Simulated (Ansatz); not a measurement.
Stretching the Ge1–H3 bond in ClGeH3 (SMILES [Cl][GeH3]) (multiplicity 1 held, fragments rigid). Energies count from the point at 1.533 Å.
Geometry at that point (charge 0, multiplicity 1):
```
atom    x (Å)    y (Å)    z (Å)
----  -------  -------  -------
Ge    -0.6844   0.0316   0.0036
Cl     1.4882  -0.0688  -0.0077
H     -1.0696   1.4667  -0.3737
H     -1.1432  -0.3267   1.4217
H     -1.1862  -0.9829  -1.0303
```

Signs of static correlation in def2-TZVPP, with CASSCF(2,2), from Ansatz (an electronic-structure program) runs.

| R (Å) | T1 of restricted CCSD | ⟨S²⟩ of UHF | largest double amplitude of restricted CCSD | weight of the CASSCF reference in MRCISD | CASSCF natural occupations |
|---|---|---|---|---|---|
| 1.226 | 0.008 | 0.000 | 0.032 | 0.893 | 1.99 0.01 |
| 1.380 | 0.008 | 0.000 | 0.033 | 0.893 | 1.99 0.01 |
| 1.533 | 0.008 | 0.000 | 0.034 | 0.892 | 1.98 0.02 |
| 1.686 | 0.009 | 0.000 | 0.024 | 0.892 | 1.97 0.03 |
| 1.840 | 0.009 | 0.000 | 0.046 | 0.892 | 1.95 0.05 |
| 2.070 | 0.011 | 0.000 | 0.104 | 0.892 | 1.92 0.08 |
| 2.300 | 0.014 | 0.329 | 0.165 | 0.892 | 1.87 0.13 |
| 2.683 | 0.022 | [?] | 0.283 | 0.892 | 1.74 0.26 |
| 3.066 | 0.034 | 0.915 | 0.420 | 0.892 | 1.55 0.45 |
| 3.526 | [?] | 0.978 | 0.589 | 0.893 | 1.34 0.66 |
| 4.139 | 0.064 | 1.000 | 0.764 | 0.893 | 1.16 0.84 |
| 4.906 | 0.070 | 1.004 | 0.878 | 0.893 | 1.05 0.95 |

Q: Complete the blanks.

A: 
- 2.683, ⟨S²⟩ of UHF: 0.760
- 3.526, T1 of restricted CCSD: 0.050

Doubts at one or more of the structures used: a restricted determinant that unrestricted orbitals would lower (R-CCSD(T)/def2-TZVPP); other coupled-cluster roots lie near (R-CCSD(T)/def2-TZVPP); T1 above 0.05 (R-CCSD(T)/def2-TZVPP, U-CCSD(T)/def2-TZVPP); a spin-contaminated determinant (U-CCSD(T)/def2-TZVPP).
